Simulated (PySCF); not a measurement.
Si(Cl)(F)2(SMe) (CH3ClF2SSi), SMILES CS[Si](F)(F)Cl. The structure is a stationary point at PBE-D3(BJ)/def2-SVP. The structure was generated by enumeration, and PubChem lists no compound with its InChIKey, so it may never have been made. One conformer was computed; it need not be the lowest.

Computed equilibrium geometry at PBE-D3(BJ)/def2-SVP (PySCF confirms it by a frequency run) as bond lengths and angles (one conformer of several):
Atoms: C1 S2 Si3 F4 F5 Cl6 H7 H8 H9. Bonded distances (Å): C1–S2 1.844, C1–H7 1.105, C1–H8 1.106, C1–H9 1.106, S2–Si3 2.109, Si3–F4 1.624, Si3–F5 1.618, Si3–Cl6 2.056. Angles (°): S2–C1–H7 105.8, S2–C1–H8 111.1, S2–C1–H9 110.7, H7–C1–H8 109.3, H7–C1–H9 109.4, H8–C1–H9 110.5, C1–S2–Si3 98.3, S2–Si3–F4 112.6, S2–Si3–F5 107.8, S2–Si3–Cl6 113.3, F4–Si3–F5 107.5, F4–Si3–Cl6 105.9, F5–Si3–Cl6 109.5.
